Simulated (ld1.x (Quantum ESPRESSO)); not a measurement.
## Configuration tests for Pb (TM)

ld1.x (Quantum ESPRESSO) 7.5 input, shortened:

```
&input
   title='Pb', zed=82., rel=2, dft='PBESOL', iswitch=3,
   config='[Xe] 4f14 5d10 6s2 6p2', rel_dist='average'
 /
 &inputp
   pseudotype=2, tm=.true., lloc=1,
   nlcc=.true., rcore=0.75
 /
2
6S  1  0   2.00   0.00  1.55  1.55  0.0
6P  2  1   2.00   0.00  2.60  2.60  0.0
 &test
   configts(1)='6s2 6p2'
 /
```

Open shells are filled in proportion to 2j + 1 (rel_dist='average').

Energies are relative to the spin-unpolarised reference configuration 6s2 6p2; without spin polarisation the order of configurations can differ from experiment. The p channel is local and has no spin–orbit splitting in the pseudo-atom. The frozen-core shift is the all-electron ΔE with the core orbitals held at their reference shape minus the fully relaxed ΔE.

| valence configuration | charge | ΔE all-electron (eV) | error AE − PS (meV) | frozen-core shift (meV) |
| --- | --- | --- | --- | --- |
| 6s2 6p1 | +1 | 6.721 | +77 | +19 |
| 6s2 6p0 | +2 | 20.330 | +77 | +140 |
| 6s1 6p0 | +3 | 52.805 | -407 | +730 |
| 6s2 6p1.5 | +0.5 | 2.560 | +43 | +3.2 |
| 6s1 6p2 | +1 | 16.122 | -86 | +95 |

Task: What are ΔE and the potential's error for 6s2 6p2.3?

Result: ΔE = -0.837 eV all-electron; the error (AE − PS) is -28 meV.

Task: What are ΔE and the potential's error for 6s1 6p3?

Result: ΔE = 8.600 eV all-electron; the error (AE − PS) is -137 meV.

Levels in the configuration 6s1 6p0:

```csv
level,all-electron (eV),pseudo (eV)
6s j=1/2,-37.519,-38.283
```

These tests converged, but a pseudo level misses the all-electron one widely, so the file describes the atom poorly there or has found another state: 6s2 6p2.3: 6p by 1.0 eV; 6s1 6p3: 6p by 1.2 eV.

The potential misses its own reference levels by up to 1.1 eV, so it is not fit for use.
